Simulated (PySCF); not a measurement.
## A thermochemical cycle for SiSb

r²SCAN in PySCF with def2-SVP on every atom (core potentials on Sb), for the lowest determinant that a PBE0 search found; no spin–orbit coupling. SiSb, a doublet (π ↑), has De = 2.76 eV to neutral atoms, and SiSb⁺, a triplet (π ↑↑), has De = 2.99 eV to Si⁺ + Sb.

The adiabatic ionisation energy of SiSb, between the minima, is 8.11 eV.

**Question.** Which ionisation energy of the Si atom does this level give?

**Answer.** IE(Si) = IE(molecule) + De(ion) − De(neutral) = 8.11 + 2.99 − 2.76 = 8.34 eV; the measured value is 8.152 eV (NIST ASD).

These are scalar-relativistic numbers at best; spin–orbit coupling would shift them, the dissociation energy most. For an ion De counts to the pair picked by the measured ionisation energies or electron affinities, which need not be the lowest pair at this level. States were picked by a PBE0 search and need not be the measured ground states.
